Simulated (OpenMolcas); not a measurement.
# C III: effect of the active space

* Program: OpenMolcas
* Method: CASSCF or its RAS form
* Basis: ANO-RCC-VTZP
* Scalar Hamiltonian: DKH2, point nucleus
* Spin-orbit coupling: state interaction with AMFI integrals over the reference wave functions, term energies averaged over their components

A. 2 electrons in 4 orbitals (2s 2p); 2S+1 = 3 even, 3 roots; 2S+1 = 1 even, 7 roots; 2S+1 = 3 odd, 3 roots; 2S+1 = 1 odd, 3 roots; cost about 17 core-seconds
B. 2 electrons in 8 orbitals (2s 2p 3s 3p); 2S+1 = 3 even, 3 roots; 2S+1 = 1 even, 7 roots; 2S+1 = 3 odd, 3 roots; 2S+1 = 1 odd, 3 roots; cost of the order of 15 core-seconds
C. 2 electrons in 9 orbitals (RAS2 2s 2p; RAS3 3d, at most 2 electrons); 2S+1 = 3 even, 3 roots; 2S+1 = 1 even, 7 roots; 2S+1 = 3 odd, 3 roots; 2S+1 = 1 odd, 3 roots; cost of the order of 25 core-seconds

Energies in cm-1 above 2s2 1S0, the measured ground level; measured values from Moore, Selected Tables of Atomic Spectra, NSRDS-NBS 3, section 3.

```csv
Level,A,B,C,Measured
2s2 1S0,0.0,0.0,0.0,0.0
2s 2p 3P* 0,52999,52897,52053,52367
2s 2p 3P* 1,53026,52923,52080,52391
2s 2p 3P* 2,53080,52977,52133,52447
2s 2p 1P* 1,113372,112197,104879,102352
2p2 3P0,139277,138837,138293,137426
2p2 3P1,139304,138864,138320,137454
2p2 3P2,139356,138916,138372,137502
2p2 1D2,156310,155284,147915,145876
2p2 1S0,196407,191043,190518,182520
```

Deviations, from unrounded energies. A percentage is the sum of absolute deviations over the sum of measured energies, with the sign that they share, or ± where signs differ.

```json
{"Against measurement": "mean absolute deviation (cm-1)", "Levels": "9", "A": "4800", "B": "3700", "C": "1800"}
{"Against measurement": "other configurations (%)", "Levels": "9", "A": "+4.3", "B": "+3.4", "C": "±1.6"}
```

C lies closest to measurement on these levels and A furthest from it. The largest miss of C in the table is 2p2 1S0, by +8000 cm-1. The ranking rests on the paired levels alone, and a cruder setting can come out closer through cancelling errors.

Among A to C the level of the table that moves most is 2s 2p 1P* 1, by 8500 cm-1 (lowest in C, highest in A).

Active for correlation alone: 3p 3s; no level in the range computed is led by a configuration that fills them, so any true level of that kind is missing (holds for B). Active for correlation alone: 3d; no level in the range computed is led by a configuration that fills it, so any true level of that kind is missing (holds for C). Measured partners are found by configuration, term and J. A level has none where our copy of the source lacks it or the pairing is in doubt (some pairs that miss far off the trend of their configuration count as doubtful), and it then counts in no deviation. Only configurations of the active space appear.

* marks odd parity.
